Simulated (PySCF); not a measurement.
Bonds (- single, = double, # triple, : aromatic): C1-N2, N2-C3, N2-C4, C4-C5, C5-F6, C5-C7, C7-N2. C1 carries H8, H9, H10; C3 carries H11, H12, H13; C4 carries H14, H15; C5 carries H16; C7 carries H17, H18. Formal charges: N2 +1.

Total charge +1. H14, H18 are cis to F6 on the ring; H15, H17 are trans to F6 on the ring.

Geometry: GFN2-xTB; GIAO absolute shieldings from PySCF, gas phase, non-relativistic, averaged over equivalent atoms.

At HF/pcSseg-1 (174 basis functions, 40 s wall time (20 s CPU) on 1 thread of an Intel Xeon, shared host):
| atoms | σ (ppm) |
| --- | --- |
| C5 | 118.7 |
| C4/C7 | 125.4 |
| C1 | 143.3 |
| C3 | 143.8 |
| N2 | 226.1 |
| F6 | 409.2 |
| H16 | 26.68 |
| H14/H18 | 27.70 |
| H15/H17 | 27.75 |
| H8/H9/H10 | 28.62 |
| H11/H12/H13 | 28.95 |

Task: What do these become at PBE0/pcSseg-1?

Result: 
| atoms | σ at PBE0/pcSseg-1 | change |
| --- | --- | --- |
| C5 | 104.6 | -14.1 |
| C4/C7 | 112.2 | -13.2 |
| C1 | 132.0 | -11.3 |
| C3 | 132.8 | -11.0 |
| N2 | 200.6 | -25.5 |
| F6 | 373.9 | -35.3 |
| H16 | 26.08 | -0.60 |
| H14/H18 | 27.23 | -0.47 |
| H15/H17 | 27.11 | -0.64 |
| H8/H9/H10 | 28.18 | -0.44 |
| H11/H12/H13 | 28.49 | -0.46 |

The largest change is at F6 (fluorine on an sp3 carbon). Cost: 174 basis functions, 28 s wall time on 1 thread of an Arm Neoverse V1, shared host. The order of the carbon signals is the same at both levels.
